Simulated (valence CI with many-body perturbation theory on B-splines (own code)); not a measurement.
Hf⁶⁶⁺: calculated level list

Computed by valence CI with perturbative core correlation (CI+MBPT): four valence electrons over a frozen Dirac-Fock core [He], a basis of 11 s, 11 p, 10 d, 8 f, 5 g, 2 h functions for each j, with the one-electron correlation potential Σ1 (screened to all orders), the two-electron term Σ2, the three-electron term Σ3, Breit, model QED; selected single and double excitations, second order for the rest, scaled by the run's own slope (own B-spline code, finite nucleus).

No measured spectrum was set against this ion. As an estimate, large intervals hold to a few tenths of a per cent, small ones and those within an open d or f shell to about a per cent. Among the levels kept, up to 1200 cm⁻¹ of a level comes from second order outside the variational space, and about a tenth of that is noise between levels of different J, which matters for small intervals.

Levels 91 to 135 of 216, with energies above the lowest level, (2s^2 2p1/2^2) J=0. "Leading %" is the weight of the configuration and term that name the level; weights of strongly mixed levels are sums over their largest components and can fall short. In the jj column 3d3/2^4 stands for four electrons in 3d with j = 3/2. Lifetimes count E1, E2, E3, M1 and M2 decay at the calculated energies, and are blank where another channel may lead or the interval is too uncertain; long ones can be off by a factor of two.

| No. | Configuration | Term | J | E (× 10³ cm⁻¹) | Leading % | Leading jj | g | Lifetime |
| --- | --- | --- | --- | --- | --- | --- | --- | --- |
| 91 | 2s 2p2 3d | 3G | 4 | 95291 | 34 | 2s 2p1/2 2p3/2 3d3/2 (96 %) | 1.136 | 52.8 fs |
| 92 | 2s 2p2 3d | 3D | 3 | 95359 | 32 | 2s 2p1/2 2p3/2 3d3/2 (97 %) | 1.243 | 703 as |
| 93 | 2s 2p2 3p | 3P° | 0 | 95379 | 80 | 2s 2p1/2 2p3/2 3p3/2 (100 %) |  | 55.1 fs |
| 94 | 2s 2p2 3p | 1D° | 2 | 95404 | 41 | 2s 2p1/2 2p3/2 3p3/2 (99 %) | 1.089 | 4.69 fs |
| 95 | 2s 2p2 3p | 3P° | 1 | 95412 | 32 | 2s 2p1/2 2p3/2 3p3/2 (99 %) | 1.367 | 4.34 fs |
| 96 | 2s 2p2 3d | 3D | 2 | 95428 | 33 | 2s 2p1/2 2p3/2 3d3/2 (98 %) | 1.313 | 629 as |
| 97 | 2s 2p2 3p | 3P° | 1 | 95465 | 50 | 2s 2p1/2 2p3/2 3p3/2 (99 %) | 1.188 | 27.3 fs |
| 98 | 2s 2p2 3d | 3P | 1 | 95503 | 32 | 2s 2p1/2 2p3/2 3d3/2 (98 %) | 1.765 | 621 as |
| 99 | 2s 2p2 3d | 5D | 4 | 95683 | 46 | 2s 2p1/2 2p3/2 3d5/2 (99 %) | 1.369 | 26.4 fs |
| 100 | 2s 2p2 3d | 3F | 2 | 95777 | 66 | 2s 2p1/2 2p3/2 3d3/2 (73 %) | 0.906 | 3.44 fs |
| 101 | 2s 2p2 3d | 1P | 1 | 95846 | 27 | 2s 2p1/2 2p3/2 3d3/2 (80 %) | 0.773 | 1.82 fs |
| 102 | 2s 2p2 3d | 3G | 3 | 95852 | 49 | 2s 2p1/2 2p3/2 3d3/2 (98 %) | 0.890 | 8.20 fs |
| 103 | 2s 2p2 3d | 3P | 2 | 95909 | 41 | 2s 2p1/2 2p3/2 3d5/2 (76 %) | 1.244 | 1.13 fs |
| 104 | 2s 2p2 3d | 3F | 3 | 95930 | 44 | 2s 2p1/2 2p3/2 3d5/2 (96 %) | 1.284 | 536 as |
| 105 | 2s 2p2 3d | 3G | 5 | 96002 | 62 | 2s 2p1/2 2p3/2 3d5/2 (100 %) | 1.249 | 8.01 ps |
| 106 | 2s 2p2 3d | 3D | 1 | 96009 | 63 | 2s 2p1/2 2p3/2 3d3/2 (79 %) | 0.880 | 863 as |
| 107 | 2s 2p2 3d | 3F | 2 | 96055 | 31 | 2s 2p1/2 2p3/2 3d3/2 (94 %) | 1.011 | 543 as |
| 108 | 2s 2p2 3d | 3P | 0 | 96119 | 85 | 2s 2p1/2 2p3/2 3d3/2 (97 %) |  | 472 as |
| 109 | 2s 2p2 3d | 3D | 1 | 96127 | 59 | 2s 2p1/2 2p3/2 3d5/2 (67 %) | 0.888 | 576 as |
| 110 | 2s 2p2 3d | 3D | 3 | 96202 | 60 | 2s 2p1/2 2p3/2 3d5/2 (98 %) | 1.252 | 751 as |
| 111 | 2s 2p2 3d | 3F | 4 | 96239 | 58 | 2s 2p1/2 2p3/2 3d5/2 (97 %) | 1.200 | 573 as |
| 112 | 2s 2p2 3d | 1D | 2 | 96291 | 44 | 2s 2p1/2 2p3/2 3d5/2 (91 %) | 1.117 | 803 as |
| 113 | 2s 2p2 3d | 1P | 1 | 96388 | 51 | 2s 2p1/2 2p3/2 3d5/2 (91 %) | 1.028 | 728 as |
| 114 | 2s 2p2 3d | 3P | 0 | 96437 | 48 | 2s 2p1/2 2p3/2 3d5/2 (96 %) |  | 714 as |
| 115 | 2s 2p2 3d | 3D | 3 | 96649 | 41 | 2s 2p1/2 2p3/2 3d5/2 (98 %) | 1.231 | 2.82 fs |
| 116 | 2s 2p2 3d | 3F | 4 | 96698 | 46 | 2s 2p1/2 2p3/2 3d5/2 (100 %) | 1.111 | 2.09 fs |
| 117 | 2s 2p2 3d | 3P | 2 | 96801 | 48 | 2s 2p1/2 2p3/2 3d5/2 (98 %) | 1.210 | 505 as |
| 118 | 2s 2p2 3d | 1F | 3 | 96811 | 43 | 2s 2p1/2 2p3/2 3d5/2 (99 %) | 1.065 | 517 as |
| 119 | 2s 2p2 3d | 3P | 1 | 96813 | 44 | 2s 2p1/2 2p3/2 3d5/2 (99 %) | 1.422 | 739 as |
| 120 | 2s 2p2 3d | 3D | 2 | 96839 | 42 | 2s 2p1/2 2p3/2 3d5/2 (99 %) | 1.123 | 707 as |
| 121 | 2p3 3p | 3D | 3 | 97471 | 49 | 2p1/2^2 2p3/2 3p3/2 (97 %) | 1.316 | 2.83 fs |
| 122 | 2p3 3p | 3P | 1 | 97476 | 34 | 2p1/2^2 2p3/2 3p3/2 (97 %) | 1.329 | 2.63 fs |
| 123 | 2p3 3p | 3P | 2 | 97703 | 44 | 2p1/2^2 2p3/2 3p3/2 (97 %) | 1.309 | 2.57 fs |
| 124 | 2p3 3p | 3P | 0 | 97910 | 68 | 2p1/2^2 2p3/2 3p3/2 (98 %) |  | 2.77 fs |
| 125 | 2p3 3d | 3D° | 2 | 98058 | 33 | 2p1/2^2 2p3/2 3d3/2 (98 %) | 1.029 | 6.68 fs |
| 126 | 2p3 3d | 3F° | 3 | 98121 | 27 | 2p1/2^2 2p3/2 3d3/2 (98 %) | 1.068 | 19.2 fs |
| 127 | 2p3 3d | 3D° | 1 | 98155 | 35 | 2p1/2^2 2p3/2 3d3/2 (98 %) | 1.074 | 2.51 fs |
| 128 | 2p3 3d | 3P° | 0 | 98185 | 64 | 2p1/2^2 2p3/2 3d3/2 (99 %) |  | 36.2 fs |
| 129 | 2p3 3d | 3F° | 4 | 98852 | 51 | 2p1/2^2 2p3/2 3d5/2 (99 %) | 1.235 | 70.4 fs |
| 130 | 2p3 3d | 3D° | 2 | 98952 | 34 | 2p1/2^2 2p3/2 3d5/2 (98 %) | 1.220 | 1.02 fs |
| 131 | 2p3 3d | 3D° | 3 | 99080 | 47 | 2p1/2^2 2p3/2 3d5/2 (98 %) | 1.203 | 459 as |
| 132 | 2p3 3d | 3D° | 1 | 99185 | 32 | 2p1/2^2 2p3/2 3d5/2 (98 %) | 1.071 | 685 as |
| 133 | 2s 2p2 3s | 5P | 3 | 101100 | 63 | 2s 2p3/2^2 3s (100 %) | 1.510 | 9.76 fs |
| 134 | 2s 2p2 3s | 3P | 2 | 101330 | 55 | 2s 2p3/2^2 3s (100 %) | 1.338 | 3.83 fs |
| 135 | 2s 2p2 3p | 3P° | 2 | 101990 | 27 | 2s 2p3/2^2 3p1/2 (100 %) | 1.548 | 6.44 fs |
